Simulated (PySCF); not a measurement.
Spin-rotation constants: `InChI=1S/C7H9F/c1-4-6(2)5-7(3)8/h4H,1-3,5H2`

Molfile (atoms numbered from 1):
```
C7H9F
     RDKit          3D

 17 16  0  0  0  0  0  0  0  0999 V2000
    0.6078    1.4997   -1.1539 C   0  0  0  0  0  0  0  0  0  0  0  0
    1.3325    0.9287   -0.1989 C   0  0  0  0  0  0  0  0  0  0  0  0
    0.8290    0.1605    0.9304 C   0  0  0  0  0  0  0  0  0  0  0  0
    1.6736   -0.3819    1.8065 C   0  0  0  0  0  0  0  0  0  0  0  0
   -0.6629   -0.0357    1.0762 C   0  0  0  0  0  0  0  0  0  0  0  0
   -1.1655   -1.0547    0.1006 C   0  0  0  0  0  0  0  0  0  0  0  0
   -2.0991   -0.9162   -0.8207 C   0  0  0  0  0  0  0  0  0  0  0  0
   -0.5583   -2.2564    0.2466 F   0  0  0  0  0  0  0  0  0  0  0  0
   -0.4659    1.4416   -1.1870 H   0  0  0  0  0  0  0  0  0  0  0  0
    1.0752    2.0487   -1.9535 H   0  0  0  0  0  0  0  0  0  0  0  0
    2.4111    1.0205   -0.2297 H   0  0  0  0  0  0  0  0  0  0  0  0
    2.7398   -0.2650    1.7092 H   0  0  0  0  0  0  0  0  0  0  0  0
    1.3332   -0.9666    2.6440 H   0  0  0  0  0  0  0  0  0  0  0  0
   -1.1936    0.9029    0.9214 H   0  0  0  0  0  0  0  0  0  0  0  0
   -0.8732   -0.3965    2.0866 H   0  0  0  0  0  0  0  0  0  0  0  0
   -2.6113    0.0172   -0.9558 H   0  0  0  0  0  0  0  0  0  0  0  0
   -2.3793   -1.7348   -1.4588 H   0  0  0  0  0  0  0  0  0  0  0  0
  1  2  2  0
  2  3  1  0
  3  4  2  0
  3  5  1  0
  5  6  1  0
  6  7  2  0
  6  8  1  0
  1  9  1  0
  1 10  1  0
  2 11  1  0
  4 12  1  0
  4 13  1  0
  5 14  1  0
  5 15  1  0
  7 16  1  0
  7 17  1  0
M  END
```

The calculation used GIAO CAM-B3LYP/pcSseg-1 magnetisability, rotational g tensor and spin-rotation constants, non-relativistic, gas phase in PySCF. Geometry: GFN2-xTB.

Task: Give the nuclear spin-rotation constants along the inertial axes (H = +C I·J) beside the isotropic shieldings.

Result: Rotational constants 2.7129, 1.7217, 1.2363 GHz. A star marks the isotopologue with that one atom substituted, in its own axes.
```csv
atom,isotope,Caa (kHz),Cbb (kHz),Ccc (kHz),mean (kHz),σ (ppm)
F8,19F,3.422,2.044,1.281,2.249,269.1
H9,1H,0.051,-0.134,-0.081,-0.055,26.1
H10,1H,-0.134,-0.006,-0.091,-0.077,26.3
H11,1H,0.109,-0.161,-0.066,-0.039,25.2
H12,1H,0.063,-0.160,-0.073,-0.057,26.4
H13,1H,-0.182,0.046,-0.107,-0.081,26.3
H14,1H,-0.280,-0.057,-0.043,-0.127,28.6
H15,1H,-0.267,-0.016,-0.081,-0.121,28.7
H16,1H,-0.295,-0.009,-0.044,-0.116,27.3
H17,1H,-0.002,-0.185,-0.039,-0.075,26.9
C1,13C*,0.943,0.573,0.288,0.601,60.5
C2,13C*,1.119,0.592,0.334,0.682,36.7
C3,13C*,1.084,0.661,0.323,0.689,33.5
C4,13C*,0.956,0.586,0.313,0.618,53.6
C5,13C*,0.463,0.325,0.222,0.337,143.7
C6,13C*,1.000,0.622,0.542,0.721,5.1
C7,13C*,0.645,0.456,0.370,0.490,85.4
```
For the geometry as given, no vibrational averaging.

Task: How do the rotational constants and the g tensor change when H9, H10, H11, H12, H13, H14, H15, H16, H17 are replaced by deuterium?

Result: Constants 2.2532, 1.5162, 1.0761 GHz; g -0.0193, -0.0176, -0.0060, against -0.0222, -0.0202, -0.0071 before.
